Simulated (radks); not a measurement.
Question: All-electron atom: neutral bismuth in [Hg] 6p2 7p1 (not the ground configuration). Calculated with a radial shooting solver on a logarithmic mesh with Libxc functionals: scalar-relativistic Kohn-Sham, SOGGA, spin-polarised, spherical densities, finite nucleus; open shells are filled with parallel spins first (spin-orbit coupling, left out, can overturn this in heavy ions); Fermi nuclear charge, rms radius 5.5211 fm. Some entries of the table are withheld. Estimate them.

| orbital | occ. | eigenvalue (eV) | <r^2> (bohr^2) | r(max) (bohr) |
|---|---|---|---|---|
| 1s up | 1 | -90590.70 | 0.0003465 | 0.009666 |
| 1s down | 1 | -90590.67 | 0.0003465 | 0.009666 |
| 2s up | 1 | -16282.28 | 0.005248 | 0.05622 |
| 2s down | 1 | -16282.27 | 0.005248 | 0.05622 |
| 2p up | 3 | -13937.01 | 0.004487 | 0.04691 |
| 2p down | 3 | -13937.00 | 0.004487 | 0.04691 |
| 3s up | 1 | -3933.718 | 0.03372 | 0.1585 |
| 3s down | 1 | -3933.701 | 0.03372 | 0.1585 |
| 3p up | 3 | -3263.292 | 0.03503 | 0.1589 |
| 3p down | 3 | -3263.274 | 0.03503 | 0.1589 |
| 3d up | 5 | -2587.900 | 0.02902 | 0.1294 |
| 3d down | 5 | -2587.883 | 0.02902 | 0.1294 |
| 4s up | 1 | -906.0302 | 0.1606 | 0.3559 |
| 4s down | 1 | -906.0032 | 0.1605 | 0.3559 |
| 4p up | 3 | -686.2298 | 0.1842 | 0.3760 |
| 4p down | 3 | -686.2003 | 0.1842 | 0.3760 |
| 4d up | 5 | -434.4795 | 0.2060 | 0.3815 |
| 4d down | 5 | -434.4462 | 0.2060 | 0.3815 |
| 5s up | 1 | -162.2462 | 0.7734 | 0.7705 |
| 5s down | 1 | -162.1711 | 0.7733 | 0.7706 |
| 4f up | 7 | -157.2069 | 0.2322 | 0.3419 |
| 4f down | 7 | -157.1690 | 0.2322 | 0.3419 |
| 5p up | 3 | -100.4427 | 1.014 | 0.8600 |
| 5p down | 3 | -100.3636 | 1.012 | 0.8601 |
| 5d up | 5 | -31.7472 | 1.772 | 1.034 |
| 5d down | 5 | -31.4794 | 1.739 | 1.033 |
| 6s up | 1 | -19.2231 | 5.124 | 1.867 |
| 6s down | 1 | -17.8902 | 5.013 | 1.843 |
| 6p up | 2 | -8.6818 | (1) | 2.377 |
| 6p down | 0 | -7.0776 | (2) | 2.349 |
| 7p up | 1 | -1.2558 | 89.50 | 8.307 |

Answer: 
(1) 6p up <r^2> (bohr^2): 8.871
(2) 6p down <r^2> (bohr^2): 9.088
